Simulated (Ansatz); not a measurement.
**Interaction energy ladder**

The pair of Br⁻ (SMILES [Br-], atom 1) and CH4 (SMILES C, atoms 2–6), both closed shells, in one local arrangement (a lower one may exist), relaxed at PBE0-D4/def2-TZVPD:

Br1  (-0.234, 0.000, -3.270)
C2  (0.047, 0.000, 0.652)
H3  (-0.411, 0.906, 1.055)
H4  (1.098, -0.032, 0.943)
H5  (-0.034, 0.000, -0.439)
H6  (-0.466, -0.874, 1.059)
(Å)

Computed with Ansatz 0.2.0 (basis: def2-TZVPPD, with def2-QZVPPD for the basis limit); correlated methods freeze the cores. Filled d shells of the heavier atoms are correlated. The def2 sets are not built for correlating such inner shells, so the correlated values are less sure here. B3LYP uses VWN-RPA correlation. Extrapolation: Hartree–Fock as exp(−7.88 √X), correlation as X^−2.97. Interaction energies count from these two fragments, frozen as in the pair, with the counterpoise correction; negative means bound.

Task: What is the interaction energy by CCSD(T) at an estimated basis limit (MP2 extrapolated from triple and quadruple zeta, plus CCSD(T) − MP2 in triple zeta)? (An estimate is asked for; the value comes from the calculation.)

Result: Computed: -10.7 kJ/mol. Hartree–Fock alone gives -2.6 kJ/mol at the basis limit. It counts from the two fragments frozen as in the pair.

The same quantity by other methods in triple zeta, and each one's difference from that estimate:
| method | E_int (kJ/mol) | difference |
| --- | --- | --- |
| PBE-D4 | -12.8 | -2.1 |
| revPBE-D4 | -11.4 | -0.6 |
| BLYP-D4 | -10.3 | 0.5 |
| r2SCAN-D4 | -10.4 | 0.3 |
| B97M-V | -11.0 | -0.3 |
| PBE0-D4 | -11.8 | -1.0 |
| B3LYP-D4 | -10.4 | 0.3 |
| HSE06-D4 | -11.9 | -1.1 |
| wB97X-V | -10.2 | 0.5 |
| wB97M-V | -10.4 | 0.4 |
| B2PLYP | -7.8 | 2.9 |
| HF | -2.5 | 8.2 |
| MP2 | -9.4 | 1.3 |
| CCSD | -8.2 | 2.6 |
| CCSD(T) | -9.2 | 1.6 |
Differences are method less estimate.

Task: Which atoms make the shortest contact between the fragments?

Result: Br1 and H5, 2.84 Å apart.

Basis-set superposition shift (counterpoise-corrected less uncorrected): CCSD(T) 3.2; MP2 3.0; HF 0.2; PBE0-D4 0.3; wB97M-V 0.3 kJ/mol.

T1 diagnostic: at most 0.008.

For scale, one of the runs: CCSD(T)/def2-TZVPPD, 162 basis functions (an equivalent command: `ansatz run in.yaml --threads 2`). Hardware: 2 CPU threads, shared host. Wall time 37 s; peak host memory 1.2 GiB.
